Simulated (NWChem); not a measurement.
# Atomisation of BO

```xyz
2

B      0.0000     0.0000     0.7405
O      0.0000     0.0000    -0.4628
```
Charge 0, spin multiplicity 2.

The numbers come from NWChem runs, not from measurements. Structure: optimised with UB3LYP/def2-SVP, a minimum by its harmonic frequencies.

Basis set: def2-TZVP. The atomisation energy is electronic alone: no zero-point, thermal, spin-orbit or counterpoise terms. No value is extrapolated to the basis-set limit. Free atoms are single determinants with multiplicities B 2, O 3. Correlated methods freeze the same cores in atoms and molecule, 2 orbitals in all.

B3LYP has NWChem's definition, with VWN1-RPA local correlation. The structure started from a generated list of species. The unpaired electrons of the parent sit in orbitals of symmetry a1 (C2v labels of the run); other states weren't searched. No SCF solution was tested for a lower state. Open-shell Hartree-Fock references start from PBE0 orbitals. No row is a measurement; the coupled-cluster row has its own basis-set and correlation limits.

```
method       atomisation energy (kcal/mol)
-----------  -----------------------------
M06-2X                               198.5
PBE                                  206.9
B3LYP                                  [?]
LDA (SVWN5)                          232.8
PBE0                                 195.0
HF                                     [?]
MP2                                    [?]
CAM-B3LYP                            195.1
CCSD(T)                                [?]
TPSS                                 193.3
```

Some entries are withheld; supply them.


- B3LYP, atomisation energy (kcal/mol): 194.3
- HF, atomisation energy (kcal/mol): 133.5
- MP2, atomisation energy (kcal/mol): 203.3
- CCSD(T), atomisation energy (kcal/mol): 187.3
